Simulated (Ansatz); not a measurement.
`C[N](C)[InH][SH]` → `C[N](C)[InH]`• + `[SH]`•  (homolysis of the In–S bond)

Computed with Ansatz on PBE0-D4/def2-TZVP structures; ΔE is electronic, products minus reactants. CCSD(T)/CBS is the MP2 limit (def2-TZVPP, def2-QZVPP) plus CCSD(T) − MP2 in def2-TZVPP, frozen cores. This one scheme is used for every species. DFT in def2-TZVPP. B3LYP here is the variant with VWN-RPA as its local correlation; programs differ in this. No spin–orbit coupling; open shells (•) take unrestricted orbitals. def2 core potentials past Kr. For In outer-core shells are correlated without core-valence functions, which leaves a few kJ/mol of doubt a bond. One conformer a species, not always the lowest.

`C[N](C)[InH][SH]`:

Z-matrix (Å, degrees):
```
C
N 1 1.436
H 1 1.101 2 111.8
H 1 1.092 2 111.4 3 120.1
H 1 1.101 2 111.8 3 -119.9
C 2 1.439 1 112.7 3 59.9
In 2 2.010 1 125.2 3 -120.1
H 6 1.093 2 111.2 1 -180.0
H 6 1.101 2 111.8 1 59.9
H 6 1.101 2 111.7 1 -59.9
S 7 2.385 2 115.9 1 0.1
H 7 1.704 2 121.0 1 -180.0
H 11 1.343 7 94.5 2 -0.0
```

`C[N](C)[InH]`•:

Z-matrix (Å, degrees):
```
C
N 1 1.439
H 1 1.093 2 111.1
H 1 1.102 2 111.8 3 120.1
H 1 1.102 2 111.8 3 -120.1
C 2 1.436 1 112.8 3 180.0
In 2 2.037 1 122.2 3 -0.1
H 6 1.102 2 111.8 1 -59.9
H 6 1.102 2 111.9 1 59.8
H 6 1.093 2 111.0 1 180.0
H 7 1.763 2 114.6 1 -0.0
```

`[SH]`•:

```xyz
2

S     0.244   -0.275   -0.564
H    -0.244    0.275    0.564
```

| level | ΔE (eV) |
| --- | --- |
| B3LYP | 3.12 |
| HF/def2-TZVPP | 2.35 |
| HF/def2-QZVPP | 2.34 |
| SCS-MP2/def2-QZVPP | 3.56 |

Q: What does CCSD(T)/CBS give? (An estimate is asked.)

A: The calculation gave: +3.56 eV. The listed levels differ from it by -0.44, -1.21, -1.22, 0.00 eV.

Largest T1 diagnostic among the species: 0.019.

The D4 term adds +0.10 eV with B3LYP and +0.06 eV with PBE0; it sums over pairs of atoms, weighted by their polarisabilities, and B3LYP, whose exchange is more repulsive, gets the larger term. In def2-TZVPP, CCSD(T) changes the Hartree–Fock value by +1.03 eV (the triples alone add +0.11 eV) and MP2 by +1.22 eV; breaking electron pairs costs correlation energy, which Hartree–Fock lacks.
